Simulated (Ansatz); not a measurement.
`C[CH](C)[Sn][NH2]` and `C[CH](C)[SbH2]` differ in one atom or group.

Ansatz, PBE0-D4/def2-TZVP geometries, multiplicity 1. Each molecule was computed in one conformer, which needn't be the lowest.

Elements past krypton have def2 core potentials.  Spin–orbit coupling is left out; it splits and shifts lone-pair levels of the heavy atoms by tenths of an eV.

```json
{"property": "HOMO energy (PBE0/def2-TZVPP) / eV", "`C[CH](C)[Sn][NH2]`": "-5.79"}
{"property": "ideal-gas entropy at 298 K and 1 bar (rigid rotor, harmonic PBE0-D4/def2-TZVP) / J/(mol·K)", "`C[CH](C)[Sn][NH2]`": "379"}
{"property": "HOMO–LUMO gap (B3LYP/def2-TZVPP) / eV", "`C[CH](C)[Sn][NH2]`": "3.69"}
{"property": "size of the dipole moment (PBE/def2-TZVPP) / D", "`C[CH](C)[Sn][NH2]`": "0.63"}
{"property": "LUMO energy (PBE0/def2-TZVPP) / eV", "`C[CH](C)[Sn][NH2]`": "-1.71"}
{"property": "HOMO energy (B3LYP/def2-TZVPP) / eV", "`C[CH](C)[Sn][NH2]`": "-5.63"}
```

(1) Give the same properties after the change, and the shifts. (Estimate.)

Answers

(1) Computed: 
| property | `C[CH](C)[SbH2]` | shift |
| --- | --- | --- |
| HOMO energy (PBE0/def2-TZVPP) / eV | -6.79 | -1.00 |
| ideal-gas entropy at 298 K and 1 bar (rigid rotor, harmonic PBE0-D4/def2-TZVP) / J/(mol·K) | 344 | -35 |
| HOMO–LUMO gap (B3LYP/def2-TZVPP) / eV | 6.18 | 2.49 |
| size of the dipole moment (PBE/def2-TZVPP) / D | 1.02 | 0.39 |
| LUMO energy (PBE0/def2-TZVPP) / eV | -0.22 | 1.49 |
| HOMO energy (B3LYP/def2-TZVPP) / eV | -6.63 | -1.00 |

With PBE0 the HOMO falls by 1.00 eV and the LUMO rises by 1.49 eV, so the gap widens by about 2.49 eV. PBE moves the HOMO by -0.99 eV and ωB97M-V by -1.03 eV. The zero-point energy changes by -27.9 kJ/mol with -3 modes. Dipoles are sizes alone; their direction can turn. Modes under 60 cm⁻¹, often nearly free rotors, make the harmonic entropy too high.

B3LYP here is the variant with VWN-RPA as its local correlation; programs differ in this.

Positive LUMOs are unbound, so they and the gaps depend on the basis.
